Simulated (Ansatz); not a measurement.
Z-matrix (Å, degrees):
```
B
F 1 1.3132
F 1 1.3132 2 119.09
I 1 2.1335 2 120.45 3 180.00
```
Charge 0, multiplicity 1.

Computed with frozen-core CCSD(T)/def2-TZVPP // B3LYP-D3(BJ)/def2-TZVP (Ansatz, an electronic-structure program).

```
Item                           Result
----------------------  -------------
HF energy               -520.47499 Ha
MP2 correlation energy    -1.08339 Ha
```

Estimate the CCSD correlation energy, the (T) correction, the total energy and the T1 diagnostic.


* **CCSD correlation energy**: -1.05568 Ha
* **(T) correction**: -0.02867 Ha
* **CCSD(T) total energy**: -521.55933 Ha
* **T1 diagnostic**: 0.011
